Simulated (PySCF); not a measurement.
Ti⁺: excitation energy

Ti⁺ [Ar] 3d2 4s1 (4F) → Ti⁺ [Ar] 3d3 (4F), as a difference of total energies. All numbers are calculated (PySCF 2.14, the spin-free X2C one-electron Hamiltonian (Gaussian nucleus), in aug-cc-pVTZ-DK (8s7p5d3f2g, 93 functions)). Correlated levels: valence: [Ar] frozen. The calculations carry no spin-orbit coupling.

```csv
method,excitation energy (eV)
UHF,0.661
MP2 (valence),0.411
SCS-MP2 (valence),0.578
CCSD (valence),0.361
CCSD(T) (valence),0.356
```

Question: How much does correlation contribute at CCSD(T) (valence)?

Answer: 0.356 − (0.661) = -0.305 eV, measured against UHF.

Errors of the correlated levels include the incompleteness of this basis and the frozen core.

For comparison: 0.107 eV (measured; NIST levels, between the centres of gravity of the two terms).
